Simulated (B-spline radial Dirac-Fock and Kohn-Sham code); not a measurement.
The computed values come from a radial B-spline solver: Dirac-Fock energy differences between relaxed states, corrected for Breit and QED terms. Free neutral atoms.

Q: Order these X-ray lines by photon energy, lowest first.
A. Pm Lβ3
B. Cs Lβ2
C. In Lβ15
D. Eu Lγ5
E. I Lβ4
F. Nd Lβ1

A: C (3714.9 eV), E (4260.5 eV), B (4936.9 eV), F (5722.3 eV), A (6072.8 eV), D (7245.3 eV).
